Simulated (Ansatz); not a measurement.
Reactions of `[F][Zn][Cl]`.

Isolated molecules relaxed with PBE0-D4/def2-TZVP in Ansatz; ΔE leaves out vibrations. CCSD(T)/CBS adds triple-zeta CCSD(T) − MP2 to the extrapolated MP2 energy (def2 sets, frozen cores). This one scheme is used for every species, atoms too. DFT in def2-TZVPP. B3LYP here is the variant with VWN-RPA as its local correlation; programs differ in this. Open shells (•) are unrestricted, without spin–orbit coupling. Spin–orbit coupling would lower the free atoms: a little for Cl, F. Bonds to Zn are less sure, by a few kJ/mol each and by 10 to 20 or more in all where they break to atoms, as the def2 sets lack core-valence functions. Scalar relativity is left out up to krypton. Each species was taken in one conformer, which may not be the lowest.

| reaction | CCSD(T)/CBS(def2) (kJ/mol) |
| --- | --- |
| `[F][Zn][Cl]` + `CNC` → `C[N](C)[Zn][Cl]` + H–F | 59 |
| `[F][Zn][Cl]` → Cl• + F• + Zn (atom) | 736 |
| `[F][Zn][Cl]` + H₂ → `[F][ZnH]` + HCl | ? |
| `[F][Zn][Cl]` + CH₃OH → `C[O][Zn][F]` + HCl | 104 |

(1) Fill in the missing values. (Best estimate.)

Largest T1 diagnostic: 0.018, for `[F][ZnH]`.

Results:

(1) Computed: `[F][Zn][Cl]` + H₂ → `[F][ZnH]` + HCl: +99.5 kJ/mol.
